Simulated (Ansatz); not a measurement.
Z-matrix (Å, degrees):
```
Sn
H 1 1.7045
H 1 1.7045 2 112.69
H 1 1.7045 2 112.69 3 -128.90
Cl 1 2.3564 2 106.02 4 -115.55
```
Charge +1, spin multiplicity 2.

Calculation: frozen-core CCSD(T)/def2-TZVPP // B3LYP-D3(BJ)/def2-TZVP (Ansatz, a program for electronic structure). The geometry is that of the parent before the electron was removed.

```
Item                            Value
----------------------  -------------
HF energy               -674.26193 Ha
MP2 correlation energy    -0.48346 Ha
```

### Question
Estimate the CCSD correlation energy, the (T) correction, the total energy and the T1 diagnostic.

### Answer

```
Property                         Value
-----------------------  -------------
CCSD correlation energy    -0.51893 Ha
(T) correction             -0.01622 Ha
CCSD(T) total energy     -674.79708 Ha
T1 diagnostic                    0.032
```
